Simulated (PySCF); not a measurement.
Radial density of O (oxygen, neutral)

UHF, [He] 2s2 2p4, high-spin 3P determinant. All numbers are calculated (PySCF 2.14, the non-relativistic Hamiltonian (point nucleus), in dyall-av2z (11s7p2d, 42 functions)).

```tsv
r (bohr)	4πr²ρ (e/bohr)	4πr²(ρα − ρβ)
0.00358	0.04734	0.0000
0.00602	0.1293	0.0001
0.0101	0.3415	0.0002
0.0170	0.8667	0.0006
0.0287	2.036	0.0014
0.0482	4.230	0.0041
0.0811	7.124	0.0146
0.136	8.537	0.0624
0.229	6.061	0.2516
0.386	3.173	0.7926
0.649	4.272	1.5318
1.09	4.267	1.4058
1.84	1.529	0.4595
3.09	0.1576	0.0324
5.20	0.002548	-0.0001
```
